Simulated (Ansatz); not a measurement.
Stepwise reaction of `C[SiH2]S[SiH3]` with hydrogen chloride, as a gas-phase model of exchange steps in deposition or etching. ΔE in kJ/mol.

Program: Ansatz. Geometries: PBE0-D4/def2-TZVP. ΔE: electronic, gas phase. CCSD(T)/CBS is the MP2 limit (def2-TZVPP, def2-QZVPP) plus CCSD(T) − MP2 in def2-TZVPP, frozen cores. This one scheme is used for every species. Functionals use def2-TZVPP. B3LYP here is the variant with VWN-RPA as its local correlation; programs differ in this. Each species was taken in one conformer, which may not be the lowest.

```json
{"step": "1", "reaction": "`C[SiH2]S[SiH3]` + HCl → `C[SiH2]S[SiH2]Cl` + H₂", "PBE-D4": "-78.4", "B3LYP-D4": "-76.0", "ωB97M-V": "-78.8", "CCSD(T)/CBS": "-78.2"}
```

Problem. Give the row of step 2, `C[SiH2]S[SiH2]Cl` + HCl → `C[SiH](Cl)S[SiH2]Cl` + H₂. (An estimate is asked.)

Solution. The calculation gave: 
| step | reaction | PBE-D4 | B3LYP-D4 | ωB97M-V | CCSD(T)/CBS |
| --- | --- | --- | --- | --- | --- |
| 2 | `C[SiH2]S[SiH2]Cl` + HCl → `C[SiH](Cl)S[SiH2]Cl` + H₂ | -90.2 | -91.5 | -90.4 | -89.4 |

Problem. By hand: ΔE of the 2 steps together at CCSD(T)/CBS.

Solution. (-78.2) + (-89.4) = -167.6 kJ/mol, or -83.8 kJ/mol a step.

In ΔE each step is lower than the one before. All are downhill at CCSD(T)/CBS. PBE-D4 differs from CCSD(T)/CBS by -0.8 to -0.2 kJ/mol a step. Isolated molecules leave out the surface, adducts and barriers. Largest T1 diagnostic: 0.011.
